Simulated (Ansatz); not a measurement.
Cost and result for the atomization energy of C3H6BNO (12 atoms, 11 bonds).

```json
{"atom": "C1", "x (Å)": "-1.4548", "y (Å)": "-1.3022", "z (Å)": "-0.2664"}
{"atom": "C2", "x (Å)": "-0.9268", "y (Å)": "-0.2371", "z (Å)": "0.3377"}
{"atom": "C3", "x (Å)": "0.3252", "y (Å)": "0.3761", "z (Å)": "-0.0689"}
{"atom": "N4", "x (Å)": "1.2605", "y (Å)": "-0.4132", "z (Å)": "-0.5576"}
{"atom": "B5", "x (Å)": "0.6682", "y (Å)": "1.8563", "z (Å)": "0.4057"}
{"atom": "O6", "x (Å)": "0.7850", "y (Å)": "1.5020", "z (Å)": "1.6318"}
{"atom": "H7", "x (Å)": "-0.9697", "y (Å)": "-1.7913", "z (Å)": "-1.1047"}
{"atom": "H8", "x (Å)": "-2.4198", "y (Å)": "-1.6909", "z (Å)": "0.0338"}
{"atom": "H9", "x (Å)": "-1.4506", "y (Å)": "0.2702", "z (Å)": "1.1377"}
{"atom": "H10", "x (Å)": "2.1151", "y (Å)": "-0.0312", "z (Å)": "-0.9265"}
{"atom": "H11", "x (Å)": "1.2321", "y (Å)": "-1.4117", "z (Å)": "-0.4045"}
{"atom": "H12", "x (Å)": "0.8355", "y (Å)": "2.8729", "z (Å)": "-0.2182"}
```

Charge 0, multiplicity 1. The bonds changed during the relaxation, so this is another structure than the one it started from. The geometry is a stationary point of PBE0-D4/def2-TZVP. It is one conformer, not always the lowest. Program: Ansatz. All runs use 4 threads of an Intel Xeon 6975P-C on a shared host. Times are those of one run each, without the atoms' runs, and a repeat can differ threefold. Electronic energies, without spin–orbit coupling; frozen cores. CCSD(T)/CBS adds CCSD(T) − MP2 in def2-TZVPP to the MP2 limit, and its time is that of the two runs behind it. T1 = 0.023; the RHF reference is unstable towards UHF. B3LYP takes the VWN-RPA correlation (the form of Gaussian; ORCA's B3LYP/G).

CCSD(T)/CBS is a level of theory with its own doubt, some kJ/mol a heavy atom from the limit and from the frozen cores, so smaller differences don't rank the functionals.

```csv
level,functions,wall time,atomization (kcal/mol),difference from CCSD(T)/CBS,per bond
PBE0-D4/def2-TZVPP,270,1.6 s,1204.2,16.6,1.5
PBE-D4/def2-TZVPP (with forces),270,1.8 s,1240.8,53.2,4.8
r2SCAN-D4/def2-TZVPP (with forces),270,2.5 s,1202.7,15.1,1.4
B3LYP-D4/def2-TZVPP (with forces),270,3.1 s,1200.2,12.6,1.1
B2PLYP/def2-TZVPP,270,4.1 s,1186.2,-1.4,-0.1
ωB97X-V/def2-TZVPP,270,4.2 s,1191.6,4.0,0.4
ωB97M-V/def2-TZVPP (with forces),270,6 s,1196.8,9.2,0.8
MP2/def2-QZVPP,522,19 s,1203.3,15.7,1.4
CCSD(T)/def2-TZVPP,270,64 s,1155.7,-31.9,-2.9
CCSD(T)/CBS(def2),–,82 s,1187.6,0.0,0.0
```

The D4 term adds +9.1 kcal/mol with B3LYP and +4.8 kcal/mol with PBE0; it sums over pairs of atoms, weighted by their polarisabilities, and B3LYP, whose exchange is more repulsive, gets the larger term. In def2-TZVPP, CCSD(T) changes the Hartree–Fock value by +315.5 kcal/mol (the triples alone add +24.7 kcal/mol) and MP2 by +344.2 kcal/mol; breaking electron pairs costs correlation energy, which Hartree–Fock lacks. From PBE to PBE0 (25 % exact exchange), in def2-TZVPP and without D4, the atomization energy moves by −35.6 kcal/mol: exact exchange takes away binding that semilocal exchange gives to molecules.
